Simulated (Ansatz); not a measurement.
A structure relaxed at r2SCAN-D4/def2-SVP in Ansatz, charge 0, doublet:

```xyz
3

Sb    0.000    0.000    0.001
Sb    0.954   -2.292    0.646
Sb   -0.954    2.292   -0.647
```

Problem. Give its formula and point group.

Solution. Sb₃. Point group D∞h (tolerance 0.1 Å).

Problem. Summarise the bond lengths by kind (pairs closer than 1.2 times the sum of covalent radii, bridged metal pairs left out).

Solution. 2 × Sb–Sb 2.57 Å.

In the def2 sets Sb takes a core potential; there is no spin–orbit coupling. Another isomer (doublet) lies 1.70 eV lower at PBE0-D4/def2-TZVP; other spin states weren't run for this one.
